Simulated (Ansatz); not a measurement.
Gas-phase electronic energies from Ansatz, PBE0-D4/def2-TZVP geometries. CCSD(T)/CBS is the MP2 limit (def2-TZVPP, def2-QZVPP) plus CCSD(T) − MP2 in def2-TZVPP, frozen cores. This one scheme is used for every species. Functionals use def2-TZVPP. For Ge outer-core shells are correlated without core-valence functions, which leaves a few kJ/mol of doubt a bond. Scalar relativity is left out up to krypton. Each species was taken in one conformer, which may not be the lowest.

`O[B](F)[GeH2][SiH3]` + `O[SiH3]` → `[SiH3][O][GeH2][SiH3]` + `OBF`  (cleavage of the Ge–B bond)

(1) Is it downhill or uphill in electronic energy at CCSD(T)/CBS, and by how much? (Best estimate.)

(2) What do these levels give: r2SCAN-D4, PBE0-D4, ωB97X-V, ωB97M-V, B2PLYP, PBE, r2SCAN, PBE0, MP2/def2-TZVPP, CCSD(T)/def2-TZVPP, MP2/def2-QZVPP, CCSD/CBS(def2)? (Best estimate.)

Largest T1 diagnostic among the species: 0.013.

## Answers

(1) Ansatz gave: Downhill: ΔE = -41.3 kJ/mol.

(2) Computed: r2SCAN-D4 -37.4, PBE0-D4 -33.1, ωB97X-V -45.2, ωB97M-V -42.6, B2PLYP -48.7, PBE -26.8, r2SCAN -36.9, PBE0 -31.7, MP2/def2-TZVPP -47.8, CCSD(T)/def2-TZVPP -45.2, MP2/def2-QZVPP -46.2, CCSD/CBS(def2) -43.8 kJ/mol.

From PBE to PBE0 (25 % exact exchange), in def2-TZVPP and without D4, ΔE moves by −5.0 kJ/mol. In def2-TZVPP, CCSD(T) changes the Hartree–Fock value by +25.8 kJ/mol (the triples alone add +2.5 kJ/mol) and MP2 by +23.3 kJ/mol.
